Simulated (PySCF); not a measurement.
SMILES CC(CCC(F)(F)F)C (C6H11F3) (GFN2-xTB optimised geometry):

```
20

C     -1.856    -2.665     2.448
C     -2.181    -1.175     2.366
C     -3.695    -0.973     2.326
C     -1.549    -0.522     1.132
C     -0.020    -0.525     1.169
C      0.548     0.250     0.000
F      1.893     0.250     0.000
F      0.172     1.539     0.000
F      0.172    -0.254    -1.186
H     -2.384    -3.116     3.284
H     -2.167    -3.171     1.536
H     -0.793    -2.832     2.594
H     -1.788    -0.680     3.261
H     -4.118    -1.460     1.450
H     -4.160    -1.397     3.212
H     -3.942     0.085     2.283
H     -1.887    -1.044     0.234
H     -1.893     0.513     1.067
H      0.378    -1.539     1.106
H      0.347    -0.055     2.083
```

Level of theory: CAM-B3LYP/def2-SVP in PySCF 2.14.0.

Problem. What are the frontier orbital energies and the dipole moment?

Solution. HOMO-2 -10.85 eV, HOMO-1 -10.82 eV, HOMO -10.70 eV, LUMO 2.42 eV, LUMO+1 3.15 eV; dipole moment 2.52 D.

Meta-Löwdin charges at CAM-B3LYP/def2-SVP: C1 -0.29, C2 -0.03, C3 -0.29, C4 -0.17, C5 -0.20, C6 0.76, F7 -0.27, F8 -0.27, F9 -0.27, H10 0.10, H11 0.09, H12 0.09, H13 0.08, H14 0.09, H15 0.09, H16 0.09, H17 0.09, H18 0.09, H19 0.11, H20 0.11.
